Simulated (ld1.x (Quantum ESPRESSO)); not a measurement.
**Lu (Z = 71): RRKJ pseudisation with Wu–Cohen, scalar-relativistic reference atom.**

Input for ld1.x (Quantum ESPRESSO) 7.5:

```
&input
   title='Lu', zed=71., rel=1, dft='WC', iswitch=3,
   config='[Xe] 4f14 5d1 6s2 6p0',
   nld=4, rlderiv=3.00, eminld=-6.0, emaxld=5.0, deld=0.02
 /
 &inputp
   pseudotype=2, tm=.false., rho0=0.001, lloc=0,
   nlcc=.true., new_core_ps=.true., rcore=0.40,
   file_pseudopw='Lu.UPF', file_wfcaegen='ae.wfc', file_wfcncgen='nc.wfc', file_beta='beta', file_chi='chi'
 /
4
5P  2  1   6.00   0.00  2.30  2.30  0.0
5D  3  2   1.00   0.00  2.75  2.75  0.0
4F  4  3  14.00   0.00  0.70  0.70  0.0
5S  1  0   2.00   0.00  1.20  1.20  0.0
 &test
   configts(1)='4f14 5s2 5p6 5d1 6s2 6p0'
 /
```

Command:

```bash
ld1.x < Lu.in > Lu.out
```

The program printed (shortened: banner, matrices, multipoles, cross overlaps and the repeated all-electron block are left out):

```
Program LD1 v.7.5
     --------------------------- All-electron run ----------------------------

     Lu
     scalar relativistic calculation

     atomic number is 71.00
     dft =WC   lsd =0 sic =0 latt =0  beta=0.20 tr2=1.0E-14
     Exchange-correlation= WC
                           (   1   4  11   4   0   0   0)
     mesh =1271 r(mesh) = 100.71756 a.u. xmin = -7.00 dx = 0.01250
     1 Ry =  13.60569312 eV, c = 137.03599908

     n l     nl                  e(Ry)          e(Ha)          e(eV)
     1 0     1S 1( 2.00)     -4648.1055     -2324.0528    -63240.6973
     2 0     2S 1( 2.00)      -791.2021      -395.6011    -10764.8531
     2 1     2P 1( 6.00)      -696.0859      -348.0430     -9470.7318
     3 0     3S 1( 2.00)      -179.2904       -89.6452     -2439.3702
     3 1     3P 1( 6.00)      -150.7505       -75.3752     -2051.0646
     4 0     4S 1( 2.00)       -35.6777       -17.8389      -485.4201
     4 1     4P 1( 6.00)       -26.3127       -13.1564      -358.0031
     3 2     3D 1(10.00)      -116.4771       -58.2385     -1584.7515
     5 0     5S 1( 2.00)        -4.4874        -2.2437       -61.0536
     5 1     5P 1( 6.00)        -2.3266        -1.1633       -31.6543
     4 2     4D 1(10.00)       -14.0987        -7.0494      -191.8228
     4 3     4F 1(14.00)        -0.7070        -0.3535        -9.6190
     5 2     5D 1( 1.00)        -0.1299        -0.0649        -1.7669
     6 0     6S 1( 2.00)        -0.3442        -0.1721        -4.6837
     6 1     6P 1( 0.00)        -0.0957        -0.0479        -1.3021

     final scf error:  9.6E-15 reached in  33 iterations

     Etot =  -29124.525045 Ry,  -14562.262523 Ha, -396259.350117 eV

     Ekin =   31827.680902 Ry,   15913.840451 Ha,  433037.659175 eV
     Encl =  -71778.327677 Ry,  -35889.163838 Ha, -976593.899254 eV
     Eh   =   11424.235814 Ry,    5712.117907 Ha,  155434.646654 eV
     Exc  =    -598.114085 Ry,    -299.057042 Ha,   -8137.756692 eV

     normalization and overlap integrals

     s(1S/1S) =  1.000000  <r> =   0.0193  <r2> =    0.0005  r(max) =   0.0121
     s(2S/2S) =  1.000000  <r> =   0.0818  <r2> =    0.0079  r(max) =   0.0689
     s(2P/2P) =  1.000000  <r> =   0.0729  <r2> =    0.0065  r(max) =   0.0564
     s(3S/3S) =  1.000000  <r> =   0.2127  <r2> =    0.0517  r(max) =   0.1969
     s(3P/3P) =  1.000000  <r> =   0.2123  <r2> =    0.0523  r(max) =   0.1920
     s(4S/4S) =  1.000000  <r> =   0.4780  <r2> =    0.2580  r(max) =   0.4437
     s(4P/4P) =  1.000000  <r> =   0.5079  <r2> =    0.2936  r(max) =   0.4664
     s(3D/3D) =  1.000000  <r> =   0.1925  <r2> =    0.0434  r(max) =   0.1572
     s(5S/5S) =  1.000000  <r> =   1.1710  <r2> =    1.5452  r(max) =   1.0380
     s(5P/5P) =  1.000000  <r> =   1.3951  <r2> =    2.2200  r(max) =   1.1910
     s(4D/4D) =  1.000000  <r> =   0.5476  <r2> =    0.3482  r(max) =   0.4782
     s(4F/4F) =  1.000000  <r> =   0.7248  <r2> =    0.7016  r(max) =   0.4664
     s(5D/5D) =  1.000000  <r> =   2.9011  <r2> =   10.7877  r(max) =   1.8447
     s(6S/6S) =  1.000000  <r> =   3.6191  <r2> =   14.9321  r(max) =   3.0414
     s(6P/6P) =  1.000000  <r> =   5.3381  <r2> =   33.3080  r(max) =   4.2094

     ------------------------ End of All-electron run ------------------------

     --------------------- Generating NC pseudopotential ---------------------

      Generating local pot.: lloc=0, matching radius rcloc =   1.2000

      Computing core charge for nlcc:

       r > 0.40 : true rho core
      Core charge pseudized with two Bessel functions
      Integrated core pseudo-charge :  23.83

      Wfc   5P  rcut= 2.310  Estimated cut-off energy=       34.63 Ry
      This function has    0 nodes for 0 < r <    2.310

      Wfc   5D  rcut= 2.752  Estimated cut-off energy=       30.66 Ry
      This function has    0 nodes for 0 < r <    2.752

      Wfc   4F  rcut= 0.696  Estimated cut-off energy=      607.81 Ry
      This function has    0 nodes for 0 < r <    0.696

     ------------------- End of pseudopotential generation -------------------

     Computing logarithmic derivative in   2.98497
     Computing logarithmic derivative in   2.98497
     Computing the partial wave expansion
       no projector for channel:   0
     R is outside the sphere for l=    1 j= 0.00
     R is outside the sphere for l=    2 j= 0.00
     R is outside the sphere for l=    3 j= 0.00

     ---------------------- Testing the pseudopotential ----------------------

     Lu
     scalar relativistic calculation

     atomic number is 71.00   valence charge is 25.00
     dft =WC   lsd =0 sic =0 latt =0  beta=0.20 tr2=1.0E-14
     mesh =1271 r(mesh) = 100.71756 xmin = -7.00 dx = 0.01250

     n l     nl             e AE (Ry)        e PS (Ry)    De AE-PS (Ry)
     4 3     4F   1(14.00)       -0.70698       -0.70698        0.00000
     1 0     5S   1( 2.00)       -4.48736       -4.48742        0.00006
     2 1     5P   1( 6.00)       -2.32655       -2.32655       -0.00000
     3 2     5D   1( 1.00)       -0.12986       -0.12986        0.00000
     2 0     6S   1( 2.00)       -0.34424       -0.34787        0.00362
     3 1     6P   1( 0.00)       -0.09570       -0.09729        0.00159

     eps = 3.4E-15  iter = 22

     Etot =  -29124.525045 Ry,  -14562.262523 Ha, -396259.350117 eV
     Etotps =  -633.264720 Ry,    -316.632360 Ha,   -8616.005450 eV

     Ekin =     724.490079 Ry,     362.245039 Ha,    9857.189679 eV
     Encl =   -1017.547094 Ry,    -508.773547 Ha,  -13844.433496 eV
     Ehrt =     524.934762 Ry,     262.467381 Ha,    7142.101275 eV
     Ecxc =    -153.536693 Ry,     -76.768346 Ha,   -2088.973125 eV
     (Ecc =     -82.542752 Ry,     -41.271376 Ha,   -1123.051353 eV)
     Epseu=    -711.605774 Ry,    -355.802887 Ha,   -9681.889783 eV

     ---------------------- End of pseudopotential test ----------------------
```

ld1.x takes every shell without a wave as core, so the model core holds the 6s electrons as well and exchange and correlation see them twice. This cancels in the reference configuration, but the file is broken for other ones, and its errors say nothing about a proper core correction.

Generation and configuration tests took about 2.1 s on one core of a shared server CPU.
